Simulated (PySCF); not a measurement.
PySCF 2.14 output of an unrestricted BHandHLYP calculation on a single atom or ion in aug-cc-pwCVTZ-X2C, with scalar relativity by spin-free X2C-1e:

```
SCF conv_tol = 1e-09
number electrons alpha = 29  beta = 27
    A. D. Becke.,  J. Chem. Phys. 98, 1372 (1993)
    Defined through Gaussian implementation.
cycle= 1 E= -8134.60864639271  delta_E= -0.00403  |g|= 0.0148  |ddm|= 0.362
cycle= 2 E= -8134.60876666969  delta_E= -0.00012  |g|= 0.00795  |ddm|= 0.0665
cycle= 3 E= -8134.60878120471  delta_E= -1.45e-05  |g|= 0.000847  |ddm|= 0.0151
cycle= 4 E= -8134.60878280792  delta_E= -1.6e-06  |g|= 0.000196  |ddm|= 0.0102
cycle= 5 E= -8134.60878293121  delta_E= -1.23e-07  |g|= 2.03e-05  |ddm|= 0.00375
cycle= 6 E= -8134.60878293286  delta_E= -1.65e-09  |g|= 3.64e-06  |ddm|= 0.000422
cycle= 7 E= -8134.60878293294  delta_E= -7.64e-11  |g|= 6.35e-07  |ddm|= 5.24e-05
converged SCF energy = -8134.60878293294  <S^2> = 2.0000947  2S+1 = 3.0000631
```

The run itself started from symmetry-adapted Hartree-Fock orbitals and held the occupation by maximum overlap, on a logarithmic radial grid, so the iterations belong to that start.

Task: Which element, charge and spin multiplicity is this?

Result: Ba (barium, neutral), multiplicity 3; the state was [Xe] 6p2, high-spin 3P determinant (an excited configuration).

Spin-orbit coupling, absent here, splits the open shell strongly.
